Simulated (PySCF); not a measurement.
# Basis-set dependence of GeP at CCSD

PySCF, ROHF reference; doublet, unpaired electrons π ↑; De to Ge + P without counterpoise correction. Frozen cores follow the default of each basis and core potential.

```json
{"basis": "cc-pVDZ-PP/cc-pV(D+d)Z", "relativity": "scalar-relativistic core potentials", "functions": "46", "Re (Å)": "2.169", "ωe (cm⁻¹)": "481", "De (eV)": "2.35", "frozen orbitals": "9"}
{"basis": "def2-SVP", "relativity": "no relativity", "functions": "50", "Re (Å)": "2.157", "ωe (cm⁻¹)": "490", "De (eV)": "2.40", "frozen orbitals": "14"}
{"basis": "x2c-TZVPPall", "relativity": "spin-free X2C", "functions": "90", "Re (Å)": "2.146", "ωe (cm⁻¹)": "497", "De (eV)": "2.82", "frozen orbitals": "14"}
{"basis": "def2-TZVPPD", "relativity": "no relativity", "functions": "102", "Re (Å)": "2.147", "ωe (cm⁻¹)": "500", "De (eV)": "2.88", "frozen orbitals": "14"}
```

Task: How does each smaller set differ from the one with most functions, def2-TZVPPD?

Result: cc-pVDZ-PP/cc-pV(D+d)Z: +2.2 pm, -3.8 % in ωe, -0.53 eV in De; def2-SVP: +1.0 pm, -2.0 % in ωe, -0.48 eV in De; x2c-TZVPPall: -0.1 pm, -0.6 % in ωe, -0.06 eV in De. All at CCSD; the set with most functions is neither the basis-set limit nor always the best. The rows treat relativity differently, so the differences are not basis effects alone.

Correlated steps freeze the inner cores (9 to 14 orbitals); shallow outer-core shells are correlated. Correlated levels converge slowly with the basis: in double zeta they bind strong bonds too weakly, by up to about 1 eV, and carry superposition errors of some tenths. Spin–orbit coupling is left out. The state was picked by a PBE0 search and need not be the measured ground state.
